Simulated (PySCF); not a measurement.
Dipole response of Cr⁺ (chromium, charge +1)

[Ar] 3d4 4s1, high-spin 6D determinant (an excited configuration). Calculation: PySCF 2.14, in aug-cc-pwCVTZ-DK with one added diffuse shell each of s, p, d, f, g type (11s10p8d5f4g, 152 functions); scalar relativity by spin-free X2C-1e. Coupled (time-dependent) response in atomic units; α is the mean over directions.

```tsv
method	mean α (bohr³)	α xx, yy, zz	C₆ (like pair)	S(−4)
PBE	32.92	33.22, 33.22, 32.32	185.6	850.0
```

S(−4) is the Cauchy moment in α(ω) = α(0) + S(−4) ω² + …

α(iu) at PBE:

```
u (hartree)  α(iu) (bohr³)
          0          32.92
     0.0500          30.95
      0.100          26.39
      0.200          17.35
      0.300          11.79
      0.500          6.716
      0.750          4.250
       1.00          3.074
       1.50          1.924
       2.00          1.351
       3.00         0.7828
       5.00         0.3631
```

For an ion, C₆ is the dispersion term alone; charge-induced terms of lower order in 1/R come first.

The components differ because the open shell of this determinant is not spherical; for a pure term their mean is the scalar polarisability.
